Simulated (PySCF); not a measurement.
Si(H)2(Br)(OEt) (C2H7BrOSi), SMILES CCO[SiH2]Br.

Geometry: PBE-D3(BJ)/def2-SVP. One conformer was computed; it need not be the lowest.

Calculation: PBE-D3(BJ)/def2-SVP (PySCF).

Frequencies are harmonic and unscaled.

**Question.** Give all harmonic wavenumbers and intensities. (An estimate is asked for; the answer gives what the named calculation found.)

**Answer.** 
| mode | ν (cm⁻¹) | IR (km/mol) | moving atoms (share of kinetic energy) |
|---|---|---|---|
| 1 | 32 | 0.2 | C 41 %, H 32 %, O 11 %, Br 10 % |
| 2 | 73 | 1.6 | H 35 %, C 35 %, Br 16 %, Si 9 % |
| 3 | 149 | 2.6 | O 38 %, H 33 %, C 16 %, Si 10 % |
| 4 | 220 | 2.0 | O 41 %, H 26 %, C 15 %, Br 13 % |
| 5 | 270 | 1.5 | H 73 %, O 18 % |
| 6 | 377 | 4.8 | C 37 %, Si 26 %, H 26 %, O 11 % |
| 7 | 415 | 52.1 | Si 65 %, Br 23 % |
| 8 | 584 | 26.6 | H 79 %, Si 17 % |
| 9 | 702 | 8.2 | H 85 % |
| 10 | 746 | 18.2 | H 39 %, O 32 %, C 16 %, Si 13 % |
| 11 | 789 | 2.0 | H 91 % |
| 12 | 853 | 311.5 | H 84 %, Si 13 % |
| 13 | 904 | 102.8 | H 93 % |
| 14 | 957 | 67.0 | H 38 %, C 30 %, O 23 %, Si 9 % |
| 15 | 1085 | 11.9 | C 56 %, H 41 % |
| 16 | 1110 | 276.2 | O 48 %, C 38 %, H 12 % |
| 17 | 1129 | 6.4 | H 60 %, C 37 % |
| 18 | 1260 | 1.8 | H 92 % |
| 19 | 1328 | 0.9 | H 80 %, C 19 % |
| 20 | 1369 | 38.3 | H 71 %, C 28 % |
| 21 | 1403 | 7.1 | H 97 % |
| 22 | 1425 | 1.7 | H 95 % |
| 23 | 1446 | 3.6 | H 92 % |
| 24 | 2166 | 97.4 | H 97 % |
| 25 | 2225 | 87.2 | H 96 % |
| 26 | 2922 | 38.9 | H 95 % |
| 27 | 2973 | 23.7 | H 90 %, C 10 % |
| 28 | 2980 | 13.5 | H 97 % |
| 29 | 3077 | 13.8 | H 91 %, C 9 % |
| 30 | 3078 | 14.4 | H 90 %, C 10 % |
